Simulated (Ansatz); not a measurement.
CClF$_{2}$NSi (`N#C[Si](F)(F)Cl`), relaxed with RKS PBE-D4/def2-SVP in the Gaussian-basis code of Ansatz from a rough embedded geometry. The force threshold is 0.03 eV/Å; the program also tests the step.

Total charge 0; spin multiplicity 1.

Start:

```xyz
6

N    -1.948    1.640   -0.418
C    -1.024    0.851   -0.239
Si    0.407   -0.388    0.009
F     1.229   -0.436   -1.271
F    -0.212   -1.853    0.296
Cl    1.547    0.187    1.623
```

```
step  energy (eV)  largest force (eV/Å)  largest move (Å)
   1  -28335.0469                 4.171             0.000
   2  -28335.3607                 1.977             0.079
   3  -28335.4219                 0.346             0.028
   4  -28335.4246                 0.027             0.008
```

End:

```xyz
6

N    -1.883    1.581   -0.391
C    -1.006    0.821   -0.230
Si    0.374   -0.365    0.033
F     1.255   -0.422   -1.314
F    -0.256   -1.825    0.295
Cl    1.516    0.210    1.607
```

It took 4.4 s on 4 threads of a server CPU on a shared host, with 0.15 GiB of host memory at the peak.
